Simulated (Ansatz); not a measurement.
System: C2N, charge 0, multiplicity 2. It need not be the lowest isomer of its formula. SMILES: [C][C][N]
Geometry: optimised at B3LYP-D3(BJ)/def2-TZVP (Ansatz, a first-principles code).

Quantity: atomisation energy (electronic, to ground-state atoms), in kcal/mol. Correlated levels leave the core frozen unless marked. UHF or UKS for open shells. Spin-orbit coupling is left out. Non-relativistic. The coupled-cluster limit lacks core correlation, which all-electron functionals hold. CBS marks a two-point X^-3 extrapolation of the correlation energy; Hartree-Fock from the larger set.

| level | program | atomisation energy (kcal/mol) |
|---|---|---|
| BLYP-D4/def2-TZVPD | Ansatz + dftd4 | 314.2 |

Estimate the value at CCSD(T)/CBS(cc-pVTZ,cc-pVQZ) as computed with Ansatz.

292.6 kcal/mol
